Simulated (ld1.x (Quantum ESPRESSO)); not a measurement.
**What one change does to a pseudopotential (lead, TM)**

* Element: Pb (Z = 82)
* Generator: ld1.x (Quantum ESPRESSO) 7.5
* Type: norm-conserving Troullier–Martins (Kleinman–Bylander form)
* Functional: LDA (PZ)
* Relativity: scalar-relativistic
* Frozen core: [Xe] 4f14
* Valence charge: 14
* Reference configuration: 5d10 6s2 6p2
* Partial waves: 6s (bound): rc 1.50 bohr; 6p (bound): rc 2.60 bohr; 5d (bound): rc 1.35 bohr
* Local potential: the d channel
* Core correction: none

All-electron outer shells of the reference configuration (LDA (PZ), scalar-relativistic, ld1.x):

```tsv
shell	level (eV)	outermost node (bohr)	outermost maximum (bohr)
4f	-133.26	–	0.35
5p	-85.96	0.49	0.88
5d	-21.29	0.52	1.07
6s	-12.32	1.01	1.95
6p	-3.71	1.18	2.63
```

Change: wave 6s (bound): rc 1.50 bohr becomes 6s (bound): rc 2.28 bohr.

Cutoffs: the cutoffs (Ry, on a coarse ladder) from which the occupation-weighted sum of valence levels, in a spherical-Bessel basis at the reference potential, stays within 10 and 1 mRy of its value at 400 Ry; they do not see the model core or the augmentation charge, which bear on the density cutoff. Errors are all-electron minus pseudo energies relative to the spin-unpolarised reference configuration.

Q: What does the change do?

A: The potential gets softer (90 Ry and 160 Ry → 70 Ry and 100 Ry); both files keep a bound ghost (p, s); of the 8 tests that both files solve, the error grows in 3 and shrinks in 3 by more than 15 % and 0.3 meV (median size 5.2 → 7.9 meV). A larger radius leaves more room for a smooth pseudo-wave, so fewer plane waves are needed.

```tsv
quantity	base	changed
cutoff, loose	90 Ry	70 Ry
cutoff, tight	160 Ry	100 Ry
loose cutoff by channel (10 mRy a level)	s 35 Ry, p 6 Ry, d 45 Ry	s 15 Ry, p 6 Ry, d 45 Ry
bound ghosts	s, p	s, p
tests counted (converged, no solver errors)	8 of 9	8 of 9
error for 5d10 6s2 6p1, meV [ΔE 6.83 eV]	-5.0	-4.4
error for 5d10 6s2 6p0, meV [ΔE 20.59 eV]	-16	-11
error for 5d10 6s1 6p0, meV [ΔE 53.47 eV]	-1.8	-8.7
error for 5d10 6s0 6p0, meV [ΔE 96.67 eV]	+76	+7.0
error for 5d10 6s0 6p4, meV [ΔE 18.03 eV]	+0.4	-25
error for 5d10 6s1 6p2, meV [ΔE 16.43 eV]	-5.8	-12
error for 5d10 6s2 6p2 (spin-polarised), meV [ΔE -0.45 eV]	+5.4	+5.6
error for 5d10 6s2 6p1 (spin-polarised), meV [ΔE 6.69 eV]	-2.4	-1.8
s: phases at 2.86 bohr within 0.05 rad from the reference energy up to (Ry; the scan ends near 5)	2.3	2.0
p: phases at 2.86 bohr within 0.05 rad from the reference energy up to (Ry; the scan ends near 5)	4.1	4.1
d: phases at 2.86 bohr within 0.05 rad from the reference energy up to (Ry; the scan ends near 5)	to the end of the scan	to the end of the scan
```

Base: Tests not counted: 5d9 6s2 6p3 (solver errors, printed error -1316 eV). Changed file: Tests not counted: 5d9 6s2 6p3 (solver errors, printed error -1471 eV). These tests converged, but a pseudo level misses the all-electron one widely, so the file describes the atom poorly there or has found another state: 5d10 6s0 6p0: empty 6p by 6.4 eV. A true bound ghost makes a file unfit for plane-wave use even where its test errors are small: the radial tests pick states by their node count and pass the ghost by. Where a test does run into it, the solver fails or the error is huge.
